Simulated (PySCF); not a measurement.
# Correlation energy of I⁺ (iodine, charge +1)

[Kr] 4d10 5s1 5p5, high-spin 3P determinant (an excited configuration). All numbers are calculated (PySCF 2.14, scalar relativity through the core potential, in aug-cc-pVTZ-PP with ECP28MDF (6s5p4d2f, 55 functions)). Frozen: 4s2 4p6 4d10; 6 electrons correlated.

MP2 pair energies summed by pair of shells (mhartree):

| pair | energy | share (%) |
| --- | --- | --- |
| 5p-5p | -109.19 | 89.1 |
| 5s-5p | -13.36 | 10.9 |

Total MP2 correlation energy: -122.55 mhartree.

Same-spin part -22.24 and opposite-spin part -100.32 mhartree; SCS-MP2 scales them by 1/3 and 6/5 to -127.79 mhartree.
